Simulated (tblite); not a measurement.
Species: C4H12BO2P.
Numbering: `[CH3:1][O:2][C:3]([CH3:4])([BH:5][PH2:6])[O:7][CH3:8]` (hydrogens: H9, H10, H11 on C1; H12, H13, H14 on C4; H15 on B5; H16, H17 on P6; H18, H19, H20 on C8)

Computed with GFN2-xTB (tblite), gas phase: L-BFGS steps from a force-field or distance-geometry start until the largest atomic force falls under 0.01 eV/Å.

Step 1: E = -721.7623 eV
```
atom  x, y, z in Å  |  force x, y, z in eV/Å
C1     -0.0290    1.9960    0.5802    0.004   0.063   0.049
O2     -0.4118    1.2398   -0.5567   -0.060  -0.163   0.401
C3     -0.0255   -0.1451   -0.4673    0.182  -0.155  -0.208
C4     -0.5990   -0.8701   -1.7200   -0.051   0.029  -0.022
B5      1.5747   -0.3060   -0.5152    0.384   0.120   0.254
P6      2.5527   -1.1311    0.9013    0.093   0.932  -0.197
O7     -0.5120   -0.7317    0.7353   -0.239   0.307  -0.144
C8     -1.9260   -0.7373    0.8612   -0.228  -0.080  -0.013
H9     -0.4346    3.0036    0.4713   -0.084  -0.126  -0.231
H10     1.0679    2.0847    0.6588   -0.198  -0.178   0.007
H11    -0.4416    1.5711    1.5127    0.260   0.010  -0.287
H12    -1.6758   -0.6952   -1.8169    0.272   0.046   0.069
H13    -0.4256   -1.9524   -1.6160    0.009   0.455  -0.035
H14    -0.1098   -0.5016   -2.6304   -0.137  -0.119   0.383
H15     2.1528    0.1434   -1.4398   -0.227  -0.211   0.097
H16     2.3158   -0.0731    1.8398    0.136  -0.645  -0.522
H17     3.8264   -0.6472    0.4609   -0.594  -0.177   0.408
H18    -2.3499   -1.5939    0.3093    0.009   0.287   0.118
H19    -2.3773    0.2088    0.5073    0.235  -0.375   0.000
H20    -2.1774   -0.8520    1.9211    0.235  -0.020  -0.127
```

Step 2: E = -721.8380 eV
```
atom  x, y, z in Å  |  force x, y, z in eV/Å
C1     -0.0306    1.9997    0.5817    0.143  -0.148  -0.072
O2     -0.4134    1.2345   -0.5423   -0.092  -0.131  -0.090
C3     -0.0188   -0.1502   -0.4748   -0.022   0.003   0.124
C4     -0.6019   -0.8706   -1.7218    0.153   0.287   0.276
B5      1.5878   -0.3021   -0.5071   -0.019   0.152   0.169
P6      2.5562   -1.0997    0.8950   -0.208   0.074  -0.270
O7     -0.5199   -0.7211    0.7304    0.011   0.011  -0.003
C8     -1.9354   -0.7413    0.8618    0.277   0.130  -0.066
H9     -0.4367    2.9981    0.4640   -0.150   0.075  -0.228
H10     1.0618    2.0787    0.6590   -0.017  -0.090   0.008
H11    -0.4328    1.5715    1.5026    0.095  -0.061   0.079
H12    -1.6657   -0.6939   -1.8146   -0.125   0.113   0.048
H13    -0.4255   -1.9362   -1.6172    0.061  -0.046   0.014
H14    -0.1145   -0.5057   -2.6172    0.055   0.043  -0.031
H15     2.1451    0.1365   -1.4361   -0.063  -0.134  -0.108
H16     2.3203   -0.0946    1.8224    0.050  -0.147  -0.049
H17     3.8064   -0.6534    0.4743   -0.071   0.066   0.250
H18    -2.3490   -1.5834    0.3138   -0.177  -0.129  -0.107
H19    -2.3692    0.1963    0.5074   -0.034  -0.014  -0.097
H20    -2.1695   -0.8524    1.9157    0.132  -0.056   0.151
```

Step 3: E = -721.8489 eV
```
atom  x, y, z in Å  |  force x, y, z in eV/Å
C1     -0.0294    1.9985    0.5807    0.041  -0.082  -0.076
O2     -0.4148    1.2322   -0.5419   -0.074  -0.075  -0.081
C3     -0.0182   -0.1506   -0.4739   -0.003   0.049   0.131
C4     -0.6003   -0.8670   -1.7183    0.084   0.162   0.166
B5      1.5889   -0.2995   -0.5040   -0.064   0.178   0.071
P6      2.5537   -1.0955    0.8906   -0.196  -0.041  -0.214
O7     -0.5205   -0.7198    0.7298    0.071  -0.032   0.044
C8     -1.9329   -0.7402    0.8612    0.161   0.025  -0.044
H9     -0.4388    2.9982    0.4601   -0.104  -0.003  -0.202
H10     1.0612    2.0769    0.6592    0.031  -0.076  -0.007
H11    -0.4305    1.5707    1.5027    0.087  -0.049   0.072
H12    -1.6662   -0.6922   -1.8136   -0.066   0.112   0.064
H13    -0.4246   -1.9350   -1.6171    0.051   0.003   0.021
H14    -0.1142   -0.5054   -2.6162    0.055   0.057  -0.014
H15     2.1434    0.1338   -1.4372   -0.059  -0.130  -0.109
H16     2.3214   -0.0988    1.8200    0.025  -0.092   0.024
H17     3.8035   -0.6531    0.4791   -0.006   0.085   0.215
H18    -2.3513   -1.5840    0.3128   -0.128  -0.068  -0.060
H19    -2.3688    0.1949    0.5060   -0.042   0.019  -0.093
H20    -2.1667   -0.8532    1.9170    0.138  -0.042   0.093
```

Step 4: E = -721.8674 eV
```
atom  x, y, z in Å  |  force x, y, z in eV/Å
C1     -0.0279    1.9954    0.5766   -0.109   0.036  -0.041
O2     -0.4191    1.2263   -0.5423   -0.044   0.068  -0.004
C3     -0.0165   -0.1495   -0.4689    0.022   0.104   0.065
C4     -0.5965   -0.8579   -1.7090   -0.055  -0.091  -0.108
B5      1.5891   -0.2890   -0.4974   -0.124   0.205  -0.161
P6      2.5437   -1.0891    0.8768   -0.083  -0.204  -0.016
O7     -0.5189   -0.7184    0.7305    0.124  -0.101   0.117
C8     -1.9262   -0.7397    0.8595   -0.105  -0.107   0.024
H9     -0.4450    2.9965    0.4472   -0.006  -0.141  -0.129
H10     1.0615    2.0711    0.6589    0.055  -0.042  -0.062
H11    -0.4235    1.5679    1.5041    0.066  -0.001   0.004
H12    -1.6674   -0.6858   -1.8096    0.087   0.101   0.099
H13    -0.4217   -1.9308   -1.6163    0.023   0.101   0.040
H14    -0.1123   -0.5034   -2.6138    0.031   0.077   0.067
H15     2.1381    0.1249   -1.4421   -0.052  -0.101  -0.118
H16     2.3240   -0.1095    1.8165   -0.040  -0.036   0.144
H17     3.7977   -0.6501    0.4944    0.075   0.085   0.136
H18    -2.3583   -1.5853    0.3103    0.003   0.053   0.041
H19    -2.3690    0.1928    0.5008   -0.002   0.002  -0.040
H20    -2.1571   -0.8556    1.9207    0.132  -0.008  -0.058
```

Problem. Estimate the geometry and energy of step 5. (The exact step hangs on the optimiser's Hessian estimate; all steps are aligned on step 4, rigid shifts and turns removed.)

Solution. E = -721.8757 eV, largest force 0.270 eV/Å
```
atom  x, y, z in Å  |  force x, y, z in eV/Å
C1     -0.0283    1.9941    0.5741   -0.105   0.063  -0.014
O2     -0.4221    1.2244   -0.5426   -0.047   0.098   0.031
C3     -0.0154   -0.1475   -0.4655   -0.006   0.088   0.001
C4     -0.5952   -0.8544   -1.7058   -0.071  -0.127  -0.142
B5      1.5874   -0.2806   -0.4965   -0.100   0.158  -0.195
P6      2.5376   -1.0887    0.8697   -0.016  -0.198   0.066
O7     -0.5165   -0.7192    0.7326    0.085  -0.096   0.088
C8     -1.9243   -0.7406    0.8590   -0.132  -0.117   0.041
H9     -0.4483    2.9937    0.4386    0.023  -0.149  -0.085
H10     1.0622    2.0675    0.6578    0.029  -0.022  -0.091
H11    -0.4189    1.5666    1.5048    0.044   0.022  -0.024
H12    -1.6667   -0.6810   -1.8061    0.114   0.091   0.100
H13    -0.4199   -1.9273   -1.6153    0.012   0.093   0.045
H14    -0.1109   -0.5012   -2.6114    0.025   0.087   0.076
H15     2.1347    0.1189   -1.4466   -0.038  -0.066  -0.144
H16     2.3247   -0.1158    1.8168   -0.071  -0.046   0.168
H17     3.7958   -0.6474    0.5043    0.073   0.064   0.100
H18    -2.3618   -1.5853    0.3096    0.055   0.071   0.068
H19    -2.3690    0.1915    0.4977    0.027  -0.017  -0.005
H20    -2.1502   -0.8569    1.9217    0.100   0.002  -0.084
```

The energy changes by -0.0083 eV. The first-order estimate −F·Δx gives -0.0104 eV and the mean of the old and new forces, exact on a quadratic surface, -0.0083 eV. The step makes an angle of 56° with the force vector and moves no atom by more than 0.010 Å.

What follows is the cost of the whole relaxation. Time: 1.5 s of wall time. Hardware: one thread, Arm Neoverse N1 (aarch64), shared host.
